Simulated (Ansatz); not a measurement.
# Ligand exchange: NaF + C2H3F2I → NaI + C2H3F3

Species: NaF, singlet; C2H3F2I `FCC(F)I`, singlet; NaI (Sodium Iodide), singlet; C2H3F3 (1,1,2-trifluoroethane) `FCC(F)F`, singlet. The partners trade F for I: Na–F and C–I bonds give way to Na–I and C–F.

Shapes, held fixed at every level: PBE0-D4/def2-TZVP. Flexible molecules stand in one conformer, not always the lowest. Programs: Ansatz 0.2.0. The zero-point and thermal change to 298 K, harmonic and unscaled (PBE0-D4/def2-TZVP), is +4.7 kJ/mol.

Question: Estimate ΔH(298 K) of this reaction.

Answer: The highest level, CCSD(T)/def2-TZVPP, gives ΔH(298 K) = -106.9 kJ/mol; the levels span -199.2 to -89.1. The column of differences is taken from that level and isn't an error. No measured value is set beside it here. For atoms past krypton def2 sets carry core potentials with scalar relativity. Outer-core shells of I, Na are correlated, in sets that cover them unevenly. Times are processor times on shared x86 and Arm servers, and rough.

| level | kind | ΔH(298 K) (kJ/mol) | less CCSD(T)/def2-TZVPP | CPU time (sum over the molecules) |
| --- | --- | --- | --- | --- |
| HF/def2-SVP | Hartree–Fock | -199.2 | -92.3 | – |
| SPW92/def2-TZVPP | LDA | -101.8 | +5.1 | 6.2 s |
| PBE-D4/def2-TZVPP | GGA | -89.1 | +17.8 | 12 s |
| r2SCAN0-D4/def2-TZVPP | global hybrid | -122.4 | -15.5 | 22 s |
| wB97M-V/def2-TZVPP | range-separated hybrid | -112.3 | -5.4 | 47 s |
| CCSD(T)/def2-SVP | coupled cluster or CI | -145.1 | -38.2 | 29 s |
| CCSD/def2-TZVPP | coupled cluster or CI | -115.0 | -8.1 | – |
| CCSD(T)/def2-TZVPP | coupled cluster or CI | -106.9 | 0.0 | 9.4 min |
